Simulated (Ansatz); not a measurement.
H3In (SMILES [InH3]) moved off its minimum; all values from Ansatz (a program for electronic structure), cores frozen in correlated methods. Elements past Kr take the def2 small-core potentials, without spin–orbit coupling.
(charge 0, multiplicity 1)
```xyz
4

In     0.02069     0.05023    -0.02688
H      0.68764    -0.47015     1.59915
H     -0.37458     1.65948    -0.34330
H     -0.26372    -1.21084    -1.23401
```

Forces at MP2/def2-TZVPPD (eV/Å):

```
atom      Fx      Fy      Fz
----  ------  ------  ------
In1    0.349  -1.184   0.732
H2    -0.310   0.294  -0.823
H3    -0.119   0.671  -0.109
H4     0.080   0.220   0.200
```

Question: Give the forces (eV/Å), the total energy and the dipole at CCSD(T)/def2-TZVPPD.

Answer: 
```json
[
 {"atom": "In1", "Fx": "0.351", "Fy": "-1.162", "Fz": "0.718"},
 {"atom": "H2", "Fx": "-0.255", "Fy": "0.250", "Fz": "-0.686"},
 {"atom": "H3", "Fx": "-0.151", "Fy": "0.792", "Fz": "-0.135"},
 {"atom": "H4", "Fx": "0.056", "Fy": "0.120", "Fz": "0.103"}
]
```
Energy -191.0232 hartree, dipole 0.39 D.
